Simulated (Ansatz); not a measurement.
A structure relaxed at PBE0-D4/def2-TZVP, charge 0, multiplicity 1:

```json
{"atom": "F1", "x (Å)": "-0.5536", "y (Å)": "2.9372", "z (Å)": "0.7834"}
{"atom": "Si2", "x (Å)": "-1.1679", "y (Å)": "1.4951", "z (Å)": "1.0874"}
{"atom": "O3", "x (Å)": "-0.6780", "y (Å)": "0.4110", "z (Å)": "-0.0216"}
{"atom": "C4", "x (Å)": "0.6602", "y (Å)": "-0.0648", "z (Å)": "-0.1366"}
{"atom": "Si5", "x (Å)": "0.6604", "y (Å)": "-1.6653", "z (Å)": "-1.1428"}
{"atom": "H6", "x (Å)": "-2.6357", "y (Å)": "1.5821", "z (Å)": "0.9777"}
{"atom": "H7", "x (Å)": "-0.6779", "y (Å)": "1.1162", "z (Å)": "2.4348"}
{"atom": "H8", "x (Å)": "1.2870", "y (Å)": "0.6892", "z (Å)": "-0.6268"}
{"atom": "H9", "x (Å)": "1.0979", "y (Å)": "-0.2479", "z (Å)": "0.8544"}
{"atom": "H10", "x (Å)": "-0.1557", "y (Å)": "-2.6941", "z (Å)": "-0.4491"}
{"atom": "H11", "x (Å)": "0.0999", "y (Å)": "-1.4133", "z (Å)": "-2.4941"}
{"atom": "H12", "x (Å)": "2.0634", "y (Å)": "-2.1453", "z (Å)": "-1.2667"}
```

Q: Give its formula and SMILES.

A: CH7FOSi2, `F[SiH2]OC[SiH3]`.

Q: Summarise the bond lengths by kind.

A: 1 × F–Si 1.597 Å; 1 × O–Si 1.626 Å; 5 × H–Si 1.474 to 1.488 Å; 1 × C–O 1.425 Å; 1 × C–Si 1.891 Å; 2 × C–H 1.096 to 1.099 Å.

Computed with Ansatz.
